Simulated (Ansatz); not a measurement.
GeO₂. The state is a singlet with charge 0. Geometry PBE0-D4/def2-TZVP, basis def2-TZVP, Ansatz.

```xyz
3

Ge   -0.580    0.902    0.077
O     0.351   -0.477    0.724
O     0.229   -0.425   -0.801
```

```
run  HOMO (eV)  LUMO (eV)
  A      -6.01      -3.25
  B      -7.34      -2.57
  C      -5.56      -3.25
  D      -5.65      -3.31
  E      -7.61      -2.53
```

The structure holds 1 bond(s) between oxygen atoms. Another isomer (singlet) lies 1.18 eV lower at PBE0-D4/def2-TZVP; other spin states weren't run for this one.

Problem. The runs used BLYP, PBE, PBE0, r2SCAN, r2SCAN0. Estimate which is which.

Solution. A r2SCAN (0 % exact exchange); B PBE0 (25 % exact exchange); C BLYP (0 % exact exchange); D PBE (0 % exact exchange); E r2SCAN0 (25 % exact exchange). Exact exchange lowers occupied and raises empty levels; among semilocal functionals meta-GGAs tend to open the gap a little, and such runs are hard to tell apart. The gap grows from 2.30 eV (BLYP) to 5.07 eV (r2SCAN0). The restricted singlet is unstable towards broken spin symmetry in Hartree–Fock (as tested in another run); at r2SCAN-D4/def2-TZVP, PBE0-D4/def2-TZVP, BLYP-D4/def2-TZVP, PBE-D4/def2-TZVP and others this wasn't settled.
